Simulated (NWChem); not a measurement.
System: MoF₅ cation; SMILES [F][Mo+]([F])([F])([F])[F]

Here is an NWChem input.

```
start job
memory heap 200 mb stack 900 mb global 1100 mb
charge 1
geometry units angstroms
  Mo    -0.000019     0.000032     0.000018
  F      1.134178    -0.677668     1.064835
  F     -1.134035     0.677802    -1.064902
  F      0.178971     1.527731     0.781758
  F      1.011004    -0.408967    -1.337069
  F     -1.190123    -1.119100     0.555302
end
basis spherical
  * library def2-svp
end
ecp
  Mo library def2-ecp
end
dft
  xc pbe0
  iterations 150
end
driver
  maxiter 120
end
task dft optimize
dft
  grid fine
  convergence energy 1d-8 density 1d-7
end
task dft freq numerical
```

This spin state was assumed; another may lie lower. def2 effective core potentials on Mo; no spin-orbit coupling.

The level has its own optimisation; frequencies are unscaled.

### Question
Predict the main results of this run. (PBE0/def2-SVP with def2 effective core potentials on Mo.) Quantities: highest harmonic frequency (cm⁻¹); lowest (cm⁻¹); zero-point energy (kcal/mol).

### Answer
```yaml
highest harmonic frequency (cm⁻¹): 850
lowest (cm⁻¹): 100
zero-point energy (kcal/mol): 8.1
```
